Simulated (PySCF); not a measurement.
Wall times of GIAO shielding runs at PBE0/pcSseg-1 with PySCF 2.14 (density fitting, gas phase, population analyses included), each on 1 thread of an Arm Neoverse V1, shared host:

```
                    SMILES  atoms  basis functions  SCF cycles  wall time (s)
               C[C-](F)C#N      8              100          14            5.1
        O=CN([SiH3])[SiH3]     12              134          13             13
             OC[C@@H]1CCO1     14              142          14             14
                C#CC#CCCCl     12              151          15             15
      CC#C[C@]1(F)C[SiH2]1     14              161          14             20
          Cc1cpcc(C2CC2)n1     20              227          14             57
          Cc1cpc(C2CC2)cn1     20              227          14             45
C[C@@H]1C[P@@]1(=S)c1ccco1     19              229          14             60
```

(1) How does the time grow with the number of basis functions N?

(2) Estimate size and time for `CC(C)O/C=C\[SiH2]S[SiH3]`, `C1COCCO1`, `FCC1=NC1`, `CO[C@H](C#N)c1cnoc1`.

## Answers

(1) A log–log fit gives t ∝ N^2.8 over this range; fixed costs weigh on the small cases, and a shared host adds scatter.

(2) CC(C)O/C=C\[SiH2]S[SiH3]: 244 functions, 87 s measured (the fit gives 65 s); C1COCCO1: 142 functions, 12 s measured (the fit gives 14 s); FCC1=NC1: 105 functions, 6.1 s measured (the fit gives 5.9 s); CO[C@H](C#N)c1cnoc1: 200 functions, 34 s measured (the fit gives 37 s).
